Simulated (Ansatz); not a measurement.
`C[Si](O)(O)F` + HCl → `C[Si](O)(F)Cl` + H₂O at 600 K and 1 bar (ligand exchange at the Si–O bond).

Program: Ansatz. Geometries: PBE0-D4/def2-TZVP. ΔE: electronic, gas phase. CCSD(T)/CBS adds triple-zeta CCSD(T) − MP2 to the extrapolated MP2 energy (def2 sets, frozen cores). This one scheme is used for every species. Each species was taken in one conformer, which may not be the lowest.

| species | CCSD(T)/CBS energy (Eh) | H − E (kJ/mol) | S (J/(mol·K)) |
| --- | --- | --- | --- |
| `C[Si](O)(O)F` | -580.48617 | 243.8 | 437.6 |
| HCl | -460.38127 | 35.4 | 207.2 |
| `C[Si](O)(F)Cl` | -964.48585 | 207.4 | 433.4 |
| H₂O | -76.37941 | 76.8 | 212.8 |

H − E and S are ideal-gas, rigid-rotor, harmonic terms from PBE0-D4/def2-TZVP, for one conformer and one mirror image of each species. 1 Eh = 2625.50 kJ/mol, R = 8.31446 J/(mol·K).

Task: By hand: ΔE, ΔH, ΔS and ΔG.

Result: ΔE = (-964.48585) + (-76.37941) − (-580.48617) − (-460.38127) = 0.00218 Eh = 5.7 kJ/mol. Δ(H − E) = 207.4 + 76.8 − 243.8 − 35.4 = 5.0, so ΔH = 10.7 kJ/mol. ΔS = 433.4 + 212.8 − 437.6 − 207.2 = 1.4 J/(mol·K). ΔG = 10.7 − 600 × (1.4)/1000 = 9.9 kJ/mol.

Task: By hand: the equilibrium constant, and the temperature at which ΔG would vanish if ΔH and ΔS stayed fixed.

Result: log₁₀ K = −ΔG/(RT ln 10) = -0.9. ΔG = 0 at ΔH/ΔS = 7643 K, far beyond where these terms or the molecules hold.

The number of gas molecules stays the same, so ΔS is small and ΔH decides. A doubt of 5 kJ/mol in ΔE shifts log₁₀ K by 0.4 here. Other conformers and mirror images would add mixing entropy, several J/(mol·K) or more a flexible species. These are equilibria of isolated gas molecules and say nothing of rates. Largest T1 diagnostic: 0.011 (customary marks: 0.02 for closed shells, 0.045 for open ones).
